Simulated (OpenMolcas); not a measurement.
A calculation on B+.

| Property | Result |
| --- | --- |
| Program | OpenMolcas 26.06 |
| Method | XMS-RASPT2, IPEA 0.25 Eh, imaginary shift 0.1 Eh (closed shells correlated: 1s) |
| Basis | ANO-RCC-VTZP [4s3p2d1f] |
| Scalar Hamiltonian | DKH2, point nucleus |
| Active space | 2 electrons in 9 orbitals (RAS2 2s 2p; RAS3 3d, at most 2 electrons) |
| State averaging | 2S+1 = 3 even, 3 roots; 2S+1 = 1 even, 7 roots; 2S+1 = 3 odd, 3 roots; 2S+1 = 1 odd, 3 roots |
| Spin-orbit coupling | RASSI with atomic mean-field integrals over the reference wave functions, term energies averaged over their components |

**Question.** Which level of the active space comes out lowest?

**Answer.** 2s² ¹S₀, with 100 % of that term; it is also the measured ground level.

**Question.** How high does 2s 2p ³P°₁ lie?

**Answer.** 37440 cm⁻¹ above the lowest level; measured 37342 cm⁻¹ above the ground level, so the calculation is off by 0 %.

**Question.** How high does 2s 2p ³P°₂ lie?

**Answer.** 37450 cm⁻¹ above the lowest level; measured 37358 cm⁻¹ above the ground level, so the calculation is off by 0 %.

**Question.** How high does 2p² ¹S₀ lie?

**Answer.** 131140 cm⁻¹ above the lowest level; measured 127661 cm⁻¹ above the ground level, so the calculation is off by +3 %.

Measured values: NIST Handbook of Basic Atomic Spectroscopic Data.

Active for correlation alone: 3d; no level in the range computed is led by a configuration that fills it, so any true level of that kind is missing. Computed and measured levels are paired by configuration, term and J; levels that our copy of the source lacks, or whose pairing is in doubt (as where it misses far off the trend of its configuration), stay unpaired and out of the deviations. Only configurations of the active space appear.

° marks odd parity.
